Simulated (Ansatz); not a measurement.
The first iterations of a band of a periodic cell of 38 atoms, Si$_{24}$BH$_{10}$Cl$_{3}$ (surface Si(111), partly H-covered, underside capped with H, adsorbate BCl3).

The calculation used Ansatz 0.2.0, DFT PBEsol, scalar-relativistic, plane waves, PAW. Settings: PAW set soft_1, cutoff 250 eV, k mesh 1x2x1, gaussian smearing 0.02 eV, no spin polarisation.

```
movable images  : 3
climbing image  : yes
spring          : 5.0 eV/Å²
optimiser       : quadratic models (default)
start path      : default
force threshold : 0.05 eV/Å
iteration limit : 26
end points      : relaxation cut short
atoms held      : 1 to 12
```

First end point:

```xyz
38
Lattice="11.5188 0.0000 0.0000 3.8396 6.6504 0.0000 0.0000 0.0000 18.8688" Properties=species:S:1:pos:R:3
H 1.920 1.108 1.000
H 5.759 1.108 1.000
H 9.599 1.108 1.000
H 3.840 4.434 1.000
H 7.679 4.434 1.000
H 11.519 4.434 1.000
Si 1.920 1.108 2.500
Si 5.759 1.108 2.500
Si 9.599 1.108 2.500
Si 3.840 4.434 2.500
Si 7.679 4.434 2.500
Si 11.519 4.434 2.500
Si -0.014 2.212 3.289
Si 3.833 2.234 3.207
Si 7.666 2.214 3.247
Si 1.909 5.546 3.286
Si 5.842 5.593 3.417
Si 9.601 5.524 3.194
Si -0.159 2.033 5.630
Si 3.575 2.079 5.502
Si 7.505 2.135 5.575
Si 1.702 5.498 5.620
Si 5.205 5.385 5.908
Si 9.347 5.396 5.489
Si -0.382 -0.036 6.770
Si 3.374 -0.268 5.539
Si 7.393 -0.085 6.303
Si 1.715 3.251 6.331
Si 5.515 3.085 6.375
Si 9.439 3.212 6.323
H 7.393 -0.068 7.812
H 1.854 3.235 7.832
H 5.536 2.967 7.877
H 9.448 3.306 7.826
B 10.585 5.260 10.535
Cl 8.983 5.721 10.030
Cl 11.057 3.587 10.496
Cl 11.705 6.471 11.090
```

Last end point:

Only the atoms that move by more than 0.05 Å are listed.
```
Si17 5.766 5.542 3.237
Si19 0.022 2.227 5.608
Si20 3.864 2.283 5.603
Si21 7.693 2.154 5.594
Si22 1.957 5.549 5.648
Si23 5.785 5.511 5.597
Si24 9.745 5.478 5.573
Si25 0.050 0.016 6.371
Si26 3.953 -0.013 5.933
Si27 7.713 -0.013 6.481
Si28 1.928 3.331 6.408
Si29 5.821 3.305 6.382
Si30 9.588 3.278 6.366
H31 5.861 0.190 8.194
H32 1.970 3.273 7.906
H33 5.764 3.333 7.881
H34 9.595 3.335 7.859
B35 10.912 6.695 8.454
Cl36 11.576 -0.013 8.447
Cl37 11.260 5.118 9.299
Cl38 11.578 8.160 9.313
```

| iteration | highest image above the first end (eV) | largest band force component (eV/Å) |
| --- | --- | --- |
| 1 | 13.907 | 20.638 |
| 2 | 9.050 | 15.821 |
| 3 | 4.513 | 8.307 |
| 4 | 3.571 | 2.893 |
| 5 | 3.216 | 1.411 |
| 6 | 2.900 | 0.938 |
| 7 | 3.055 | 0.954 |
| 8 | 2.858 | 1.004 |

Question: Does the band converge within its limit, and where does its top end?

Answer: The run ended unconverged. It ended after 26 iterations with the highest image 2.559 eV above the first end. The band didn't meet its force threshold, so its energies are provisional: the largest band force was still 1.25 eV/Å, and over the last iterations the top moved between 2.56 and 2.59 eV. Neighbouring images lie up to 3.8 Å apart, so the band is torn or far too coarse. The end points aren't both relaxed to the band's threshold either. The plane-wave cutoff is below what these datasets need, so energies and pressures aren't converged. Limits of this set-up: coarse k mesh, slab without dipole correction, no dispersion correction for a molecule that may bind weakly, PAW files made for another functional.

The run took 8.1 min on 2 threads of Arm Neoverse V2, on a shared host, peak memory 1.5 GiB.
